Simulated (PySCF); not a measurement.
CH10SSi3.
SMILES with atom numbers: `[CH3:1][S:2][SiH:3]([SiH3:4])[SiH3:5]` (hydrogens: H6, H7, H8 on C1; H9 on Si3; H10, H11, H12 on Si4; H13, H14, H15 on Si5)

Level of theory: core-valence-separated Tamm–Dancoff BHandHLYP/aug-pcX-1 (pcseg-1 on H, def2-SVPD on S, def2-SVPD on Si) in PySCF, non-relativistic, gas phase, PBE0-D3(BJ)/def2-SVP geometry. Absolute energies from this functional tend to lie a few eV below measured edges; no shift was applied.

**Question.** What does the C 1s absorption edge look like?

**Answer.** 
| E (eV) | f | core hole on | main final orbital |
| --- | --- | --- | --- |
| 285.09 | 0.0461 | C1 | spread |
| 286.23 | 0.0101 | C1 | LUMO (73 %) |
| 287.01 | 0.0268 | C1 | spread |
| 287.08 | 0.0322 | C1 | spread |
| 287.19 | 0.0100 | C1 | LUMO+1 (43 %) |
| 287.80 | 0.0021 | C1 | LUMO+4 (50 %) |
| 287.95 | 0.0004 | C1 | LUMO+2 (32 %) |

The first line with a tenth or more of the strongest one's intensity is at 285.09 eV (f = 0.046), with the hole on C1 (S-methyl carbon). It is also the strongest listed.

Roots within 0.03 eV whose holes lie on the same, on equivalent or on shared atoms are summed into one line, and the highest roots are left out, as the search may have cut off their partners. Final orbitals are the ground state's empty Kohn–Sham orbitals.

**Question.** What is the summed oscillator strength of the listed C K lines, and their intensity-weighted mean energy?

**Answer.** Σf = 0.128 over 7 lines from 285.09 to 287.95 eV; the weighted mean is 286.30 eV. The strongest line holds 36 % of the sum.

Only the lowest roots of each edge were sought.

Conformer computed: `[CH3:1][S:2][SiH:3]([SiH3:4])[SiH3:5]`: C1–S2–Si3–Si4 180°.

One conformer stands for the species.
